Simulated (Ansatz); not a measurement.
Reactions of F₃H₃Si₂ (`F[Si](F)(F)[SiH3]`).

Isolated molecules relaxed with PBE0-D4/def2-TZVP in Ansatz; ΔE leaves out vibrations. CBS: MP2 limit from def2 TZ/QZ plus the TZ coupled-cluster correction, frozen cores. This one scheme is used for every species. Double bonds are as drawn, so ΔE can hold a change between cis and trans. DFT in def2-TZVPP. Open shells (•) are unrestricted, without spin–orbit coupling. Elements past krypton have def2 core potentials. For Br, In, Mg, Sn outer-core shells are correlated without core-valence functions, which leaves a few kJ/mol of doubt a bond. Scalar relativity is left out up to krypton. One conformer a species, not always the lowest.

```tsv
reaction	r2SCAN-D4 (kJ/mol)	PBE0-D4 (kJ/mol)	CCSD(T)/CBS(def2) (kJ/mol)
`F[Si](F)(F)[SiH3]` + H₂O → `O[Si](F)(F)F` + SiH₄	-122	-108	-121
`F[Si](F)(F)[SiH3]` + H₂O → `O[Si](F)(F)[SiH3]` + H–F	39	35	37
`F[Si](F)(F)[SiH3]` + `C#CB(F)F` → `FB(F)[Si](F)(F)F` + `C#C[SiH3]`	37	38	30
`F[Si](F)(F)[SiH3]` + `[OH][In]([Cl])[Br]` → `F[Si](F)(F)[SiH2]Cl` + `[OH][InH][Br]`	21	21	25
`F[Si](F)(F)[SiH3]` + `C[CH2][Mg][OH]` → `O[Si](F)(F)[SiH3]` + `C[CH2][Mg][F]`	-25	-30	-23
`F[Si](F)(F)[SiH3]` + `N/C=[CH]/[SnH3]` → `F[Si](F)(F)[SnH3]` + `N/C=C/[SiH3]`	-46	-45	-41
`F[Si](F)(F)[SiH3]` + `[SnH4]` → `F[Si](F)(F)[SnH3]` + SiH₄	-18	-18	-25
`F[Si](F)(F)[SiH3]` → `F[SiH](F)F` + `[SiH2]`	252	248	225
`F[Si](F)(F)[SiH3]` + BH₃ → `B[Si](F)(F)[SiH3]` + H–F	186	170	184
`F[Si](F)(F)[SiH3]` → `F[Si](F)F`• + `[SiH3]`•	331	345	361
```

Largest T1 diagnostic: 0.015, for `[SiH3]`•.
